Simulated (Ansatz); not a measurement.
A made-up structure of MgNHTe, singlet:

```
4
angstrom
N -0.0537 0.3712 -0.4902
Mg 1.0966 0.7932 0.7951
Te -0.0428 -1.5768 0.1237
H -1.0000 0.4124 -0.4286
```

It is relaxed with PBE-D4/def2-SVP and then PBE0-D4/def2-TZVP (Ansatz 0.2.0). Atoms count as bonded within 1.22 times the sum of their covalent radii (H–H: 0.88 Å). The end point is not checked to be a true minimum.

Task: Does its bonding change? (A judgement: the text doesn't fix the answer.)

Result: By the calculation: No: no bond forms or breaks.

Where it ends: The first stage lowers the energy by 0.95 eV in 10 steps. It ends as MgNHTe ([NH]1[Mg][Te]1):
```csv
atom,x (Å),y (Å),z (Å)
N1,-0.1524,0.4304,-0.5232
Mg2,1.1523,0.6183,0.8407
Te3,0.1564,-1.6204,0.2456
H4,-1.1562,0.5717,-0.5631
```

Labels in which every atom is bracketed show which atoms are joined, not bond orders.

For scale, one of the runs: PBE0-D4/def2-TZVP relaxation, 119 basis functions, launched by `ansatz run in.yaml --threads 2 --pin off --events-out ev --progress --plain --max-ram 4352MiB`. Hardware: 2 CPU threads of an Arm Neoverse V2, shared host. Wall time about 51 s.
